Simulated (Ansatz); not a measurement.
CS2, charge -1, doublet, at a GFN2-xTB geometry (a state made from the parent by changing its charge; the spin is typed, not shown lowest) (a gas-phase anion, which may not be bound at this level). Base run: PBE/aug-cc-pVDZ in Ansatz (a quantum-chemistry and plane-wave program).

Ansatz was given this input:
Ansatz 0.2 input:
```yaml
crystal:
  periodic: [false, false, false]
  atoms:
    - {symbol: S, position_ang: [-1.51923977, 0.08486952, 0.11700503]}
    - {symbol: C, position_ang: [-0.01346990, -0.09837998, -0.46327954]}
    - {symbol: S, position_ang: [1.52429098, -0.04797703, 0.05672480]}
basis:
  gaussian:
    orbitals: aug-cc-pVDZ
hamiltonian:
  xc: pbe
total_charge: -1
magnetization: {spin_polarized: true, initial_magnetization: 1}
```

Each row names what was changed in the base input (with any setting that the change needs).

| change | ΔE vs base (kcal/mol) |
|---|---|
| base | 0.000 |
| nuclear_model = gaussian | 0.407 |
| final_grid = 6, 12, 29 | 0.009 |
| point_charge = charge:1.0 position_ang:-2.8274, -2.1971, -2.8984 | -79.1 |
| fitting.mean_field = cc-pVTZ-JKFIT | -0.228 |
| forces = on | 0.000 |
| accuracy = high | 0.000 |
| fitting.mean_field = def2-universal-JKFIT | -0.020 |
| lower_state_search = light | 0.000 |
| point_charge = charge:-1.0 position_ang:4.2839, 0.4622, 1.3026 | 66.6 |
| final_grid = 10, 20, 41 | 0.000 |

A gas-phase anion may not be bound at this level; its values then depend on the basis.
